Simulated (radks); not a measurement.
The numbers below are computed, except where a source is named.
The thulium ion Tm2+ inside a hard spherical wall (all orbitals vanish at R), configuration held at [Xe] 4f13 and not refilled when levels cross. Level of theory: scalar-relativistic Kohn-Sham, LDA (Slater exchange, VWN5 correlation), spin-polarised, spherical densities, point nucleus; open shells are filled with parallel spins first (spin-orbit coupling, left out, can overturn this in heavy ions) (a radial shooting solver on a logarithmic mesh with Libxc functionals). Eigenvalues in eV for spin up, with the zero of energy where the potential of the charges vanishes at infinity; a dash marks a level that is unbound or too diffuse for the functional's potential to be trusted. A positive occupied level is held by the wall or, in an anion where self-interaction has pushed it up, behind a barrier. The pressure on the wall is -dE/dV.

| R (bohr) | E (hartree) | kinetic (hartree) | e(4d) | e(5s) | e(5p) | e(4f) | e(6s, empty) | e(5d, empty) | pressure (GPa) |
|---|---|---|---|---|---|---|---|---|---|
| free | -13558.3649 | 14735.395 | -186.40 | -68.494 | -41.870 | -18.239 | -15.091 | -13.667 | 0 |
| 20 | -13558.3649 | 14735.395 | -186.40 | -68.494 | -41.870 | -18.239 | -15.091 | -13.667 | < 0.0001 |
| 15 | -13558.3649 | 14735.395 | -186.40 | -68.494 | -41.870 | -18.239 | -15.091 | -13.667 | < 0.0001 |
| 6 | -13558.3646 | 14735.398 | -186.37 | -68.472 | -41.851 | -18.211 | -14.646 | -13.530 | 0.0463 |
| 5 | -13558.3619 | 14735.423 | -186.24 | -68.373 | -41.761 | -18.083 | -13.349 | -13.105 | 0.626 |
| 3.5 | -13558.2524 | 14736.285 | -184.00 | -66.726 | -40.085 | -15.959 | -1.468 | -8.821 | 55.3 |
| 2.5 | -13556.7630 | 14744.880 | -171.52 | -56.949 | -28.608 | -4.010 | 48.171 | 10.473 | 1650 |
| 1.5 | -13527.6195 | 14859.793 | -92.085 | 42.913 | 91.064 | 78.064 | 404.03 | 164.75 | 106000 |
